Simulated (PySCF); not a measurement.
## Heteronuclear NMR

Geometry:
| atom | x (Å) | y (Å) | z (Å) |
| --- | --- | --- | --- |
| O1 | -2.114 | -0.889 | -1.126 |
| C2 | -1.001 | -0.464 | -0.510 |
| C3 | -0.477 | 0.782 | -0.855 |
| C4 | 0.666 | 1.198 | -0.209 |
| C5 | 1.238 | 0.365 | 0.746 |
| Cl6 | 2.669 | 0.838 | 1.583 |
| C7 | 0.642 | -0.852 | 1.016 |
| N8 | -0.462 | -1.257 | 0.395 |
| H9 | -2.315 | -1.758 | -0.756 |
| H10 | -0.964 | 1.390 | -1.606 |
| H11 | 1.117 | 2.156 | -0.436 |
| H12 | 1.068 | -1.521 | 1.756 |

Theory: geometry: PBE0-D3(BJ)/def2-TZVP, B97-2/pcSseg-2 with gauge-including orbitals, in PySCF 2.14.0 with density-fitted response routines (relativity neglected, gas phase, one conformer).

**Question.** Predict the 15N NMR data.

**Answer.** 
| atoms | environment | σ (ppm) | δ (ppm) |
| --- | --- | --- | --- |
| N8 | pyridine-type ring nitrogen | -39.7 | -113.2 |

Shieldings were converted by a linear fit to measured shifts: 15N (scatter 6.4 ppm rms vs CH3NO2, solution or neat liquid). A few per cent of atoms miss by over 2 rms, more outside the fitted compound classes.

On a 500 MHz spectrometer 15N resonates near 50.7 MHz, so 1 ppm is 50.7 Hz.

**Question.** What are the 17O shifts?

**Answer.** 
| atoms | environment | σ (ppm) | δ (ppm) |
| --- | --- | --- | --- |
| O1 | phenol-type oxygen | 182.6 | 101.1 |

Shieldings were converted by a linear fit to measured shifts: 17O (scatter 12.2 ppm rms vs liquid water, solution or neat liquid). A few per cent of atoms miss by over 2 rms, more outside the fitted compound classes.

On a 400 MHz spectrometer 17O resonates near 54.2 MHz, so 1 ppm is 54.2 Hz.
